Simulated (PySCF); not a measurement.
dimethoxyethane (C4H10O2), singlet, at a GFN2-xTB geometry. Base run: B3LYP/6-31G (PySCF).

The PySCF input:
```python
from pyscf import gto, scf, dft

mol = gto.M(
    atom='''
C     2.72391810    0.61849359   -0.04828470
O     1.46799295    0.22528122    0.43744296
C     0.73171646   -0.53298279   -0.49139705
C    -0.66329302   -0.78508739    0.06805032
O    -1.49517989    0.29843247   -0.26923304
C    -2.76725385    0.21630168    0.31640991
H     3.34489932   -0.25195343   -0.29834656
H     3.20104761    1.18758433    0.74676361
H     2.62728334    1.24803258   -0.94164979
H     1.24064897   -1.49173030   -0.68129414
H     0.63663919    0.00913888   -1.44304535
H    -1.07400645   -1.71837604   -0.34974959
H    -0.59087972   -0.89062330    1.15992421
H    -3.29594577   -0.69105971   -0.00453680
H    -2.70325538    0.21544940    1.41170086
H    -3.31946172    1.09347742   -0.01411672
''',
    basis='6-31g',
    verbose=4,
)

mf = dft.RKS(mol)
mf.xc = 'b3lyp'
mf.kernel()
```

Each row names what was changed in the base input (with any setting that the change needs).

```json
[
 {"change": "base", "ΔE vs base (mEh)": "0.000", "fitting functions": "-", "dipole (D)": "1.37"},
 {"change": "auxbasis = cc-pvtz-jkfit", "ΔE vs base (mEh)": "-0.076", "fitting functions": "774", "dipole (D)": "1.37"},
 {"change": "auxbasis = def2-universal-jkfit", "ΔE vs base (mEh)": "-0.099", "fitting functions": "634", "dipole (D)": "1.37"},
 {"change": "auxbasis = def2-tzvp-ri", "ΔE vs base (mEh)": "-0.304", "fitting functions": "606", "dipole (D)": "1.37"},
 {"change": "auxbasis = cc-pvtz-ri", "ΔE vs base (mEh)": "-0.341", "fitting functions": "786", "dipole (D)": "1.37"},
 {"change": "auxbasis = even-tempered beta=3.0", "ΔE vs base (mEh)": "-10.778", "fitting functions": "352", "dipole (D)": "1.38"},
 {"change": "auxbasis = default (with mf = mf.density_fit())", "ΔE vs base (mEh)": "-0.155", "fitting functions": "650", "dipole (D)": "1.37"},
 {"change": "exchange = seminumerical (SGX) (with mf = sgx.sgx_fit(mf, auxbasis='def2-universal-jfit'); with mf.with_df.dfj = True)", "ΔE vs base (mEh)": "-0.299", "fitting functions": "404", "dipole (D)": "1.37"},
 {"change": "only_dfj = on; auxbasis = def2-universal-jfit", "ΔE vs base (mEh)": "-0.300", "fitting functions": "404", "dipole (D)": "1.37"},
 {"change": "auxbasis = cc-pvqz-jkfit", "ΔE vs base (mEh)": "-0.037", "fitting functions": "1146", "dipole (D)": "1.37"}
]
```

A fitting set is made for a task (jfit for Coulomb, jkfit for Coulomb and exchange, ri for correlation) and for a family of orbital bases.
